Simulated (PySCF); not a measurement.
**Structure revision by computed shifts**

A compound C5H11NSi gives the data below (simulated from a calculation) and was assigned the structure `C=N[SiH2]CC(=C)C`.

¹³C{¹H} NMR (computed): δ 165.1 (C), 130.5 (CH), 127.6 (CH2), 39.2 (CH2), 27.1 (CH3).

¹H NMR (400 MHz, computed): δ 6.89 (m, 1H), 5.81 (m, 1H), 5.80 (m, 1H), 4.10 (q, 2H), 3.80 (t, 3H), 2.21 (s, 3H).

PySCF 2.14.0 with density-fitted response routines calculation with shielding tensors at PBE0/pcSseg-1 (GIAO) and GFN2-xTB geometry; a single conformation, averaged over atoms made equivalent by symmetry, fast rotation or ring inversion, gas phase, non-relativistic Hamiltonian.

Scale: TMS for ¹H and ¹³C (reference shieldings calculated alike).

(1) Compare with the shifts computed for the proposed structure, pairing carbons in order of shift.

(2) Which isomer fits?

Answers

(1) Mapped SMILES: `[CH2:1]=[N:2][SiH2:3][CH2:4][C:5](=[CH2:6])[CH3:7]`. Each H is labelled by its parent atom.

```csv
atom,computed for proposal,given list,difference
C1,171.0,165.1,+5.9
C5,149.5,130.5,+19.0
C6,116.0,127.6,-11.6
C4,30.4,39.2,-8.8
C7,27.1,27.1,+0.0
```

The rms difference is 11.0 ppm and the largest +19.0 ppm at C5 (fully substituted alkene carbon). The carbon types in order of shift don't match either: CH2, C, CH2, CH2, CH3 for the proposal against C, CH, CH2, CH2, CH3 in the data. The proposal doesn't fit.

(2) `C=C/C(C)=N\C[SiH3]`.

- Carbon types of the structure: 1 × C, 1 × CH, 2 × CH2, 1 × CH3, leaving 3 H on heteroatoms.
- δC 165.1: C=N carbon.
- δC 130.5: alkene CH; an sp2 carbon of a C=C bond.
- δC 127.6: terminal =CH2 carbon; the olefinic region.
- δC 27.1: methyl carbon; a saturated carbon with 1 carbon neighbour and no heteroatom attached.

The shifts were computed for this structure.

Shifts are as computed. Against solution values, carbons near 30 ppm lie about +3 ppm off and those near 130 ppm about +5 ppm. Of 1211 compounds with measured shifts, 218 miss one by over three times the rms of a fit or turn the order of signals round; such compounds aren't used in these exercises. Multiplicities follow the n + 1 count of equivalent neighbours, as no J values were calculated; m marks all less simple cases, F and P coupling included.
